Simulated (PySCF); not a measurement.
C7H12PSi (charge -1).
Numbering: `[CH3:1][CH2:2][c:3]1[p-:4][cH:5][c:6]([SiH3:7])[c:8]1[CH3:9]` (hydrogens: H10, H11, H12 on C1; H13, H14 on C2; H15 on C5; H16, H17, H18 on Si7; H19, H20, H21 on C9)

The same species was optimised twice, with GFN2-xTB and with PBE0-D3(BJ)/def2-SVP (PySCF), and the same property calculations (PySCF, gas phase) were run on both structures.

```csv
coordinate,GFN2-xTB,PBE0-D3(BJ)/def2-SVP,change
C3–C8 (Å),1.380,1.399,+0.019
P4–C5 (Å),1.731,1.749,+0.018
C5–C6 (Å),1.393,1.410,+0.017
C6–C8 (Å),1.418,1.430,+0.012
C3–P4 (Å),1.767,1.775,+0.008
C6–Si7 (Å),1.844,1.836,-0.008
C8–C9 (Å),1.501,1.503,+0.002
C2–C3 (Å),1.502,1.503,+0.001
C1–C2 (Å),1.530,1.529,-0.001
C1–C2–C3 (°),111.8,113.8,+2.0
C5–C6–Si7 (°),123.5,122.4,-1.1
C2–C3–P4 (°),122.0,123.1,+1.1
C2–C3–C8 (°),125.7,124.6,-1.1
C6–C8–C9 (°),122.2,123.1,+0.9
P4–C5–C6 (°),113.8,112.9,-0.9
C5–C6–C8 (°),111.4,112.0,+0.6
C3–P4–C5 (°),89.5,90.2,+0.7
C1–C2–C3–P4 (°),-101,-99,+2
```

Rotational constants: A = 1834, B = 838.0, C = 611.7 MHz (GFN2-xTB) against A = 1814, B = 826.5, C = 603.2 MHz (PBE0-D3(BJ)/def2-SVP). Point groups within 0.08 Å: C1 and C1.

On the GFN2-xTB structure: HOMO (eV) -0.76 [PBE0/pcSseg-1]; LUMO (eV) 4.66 [PBE0/pcSseg-1]; GIAO shielding of C1 (ppm) 164.6 [PBE0/pcSseg-1]; GIAO shielding of C2 (ppm) 157.2 [PBE0/pcSseg-1]; GIAO shielding of C3 (ppm) 34.4 [PBE0/pcSseg-1]; GIAO shielding of P4 (ppm) 216.1 [PBE0/pcSseg-1]; GIAO shielding of C5 (ppm) 38.7 [PBE0/pcSseg-1]; GIAO shielding of C6 (ppm) 80.4 [PBE0/pcSseg-1]; GIAO shielding of Si7 (ppm) 443.2 [PBE0/pcSseg-1]; GIAO shielding of C8 (ppm) 57.2 [PBE0/pcSseg-1].

What do these properties become on the PBE0-D3(BJ)/def2-SVP structure?

```
                                    property          level  on GFN2-xTB  on PBE0-D3(BJ)/def2-SVP  change
                                   HOMO (eV)  PBE0/pcSseg-1        -0.76                    -0.84   -0.08
                                   LUMO (eV)  PBE0/pcSseg-1         4.66                     4.55   -0.11
energy, GFN2-xTB geometry as zero (kcal/mol)  PBE0/pcSseg-1          0.0                     -1.4    -1.4
                  GIAO shielding of C1 (ppm)  PBE0/pcSseg-1        164.6                    163.0    -1.6
                  GIAO shielding of C2 (ppm)  PBE0/pcSseg-1        157.2                    156.4    -0.8
                  GIAO shielding of C3 (ppm)  PBE0/pcSseg-1         34.4                     30.7    -3.7
                  GIAO shielding of P4 (ppm)  PBE0/pcSseg-1        216.1                    202.7   -13.4
                  GIAO shielding of C5 (ppm)  PBE0/pcSseg-1         38.7                     33.7    -5.0
                  GIAO shielding of C6 (ppm)  PBE0/pcSseg-1         80.4                     76.2    -4.2
                 GIAO shielding of Si7 (ppm)  PBE0/pcSseg-1        443.2                    438.8    -4.4
                  GIAO shielding of C8 (ppm)  PBE0/pcSseg-1         57.2                     53.4    -3.8
```

The heavy atoms differ by 0.024 Å rms after alignment. Among bonds between heavy atoms C3–C8 and P4–C5 change most and about equally (+0.018 to +0.019 Å). Changes are differences of the printed values. Neither structure is proved a minimum here. The structure is a single PBE0-D3(BJ)/def2-SVP conformer in the gas phase; no vibrational or solvent corrections. The geometry's basis has no diffuse functions, a weakness for an anion.

Conformer computed: `[CH3:1][CH2:2][c:3]1[p-:4][cH:5][c:6]([SiH3:7])[c:8]1[CH3:9]`: C1–C2–C3–P4 -99°.
